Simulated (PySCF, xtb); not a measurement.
C2H6F2OSi, SMILES C([SiH](F)F)OC.

GFN2-xTB run with xtb at its own geometry gives an orbital gap of 6.09 eV and a dipole moment of 2.75 D.

Coordinates come from a B3LYP-D3(BJ)/def2-SVP optimisation. This is a generated structure with no PubChem entry under its InChIKey; it may be hypothetical. Other conformers were not sampled.

### Question
What does PBE0/def2-TZVP (PySCF) give? (Estimate from the structure and the level; the computed values follow.)

### Answer
gap 8.46 eV (levels -7.99 and 0.48 eV), dipole 2.71 D.
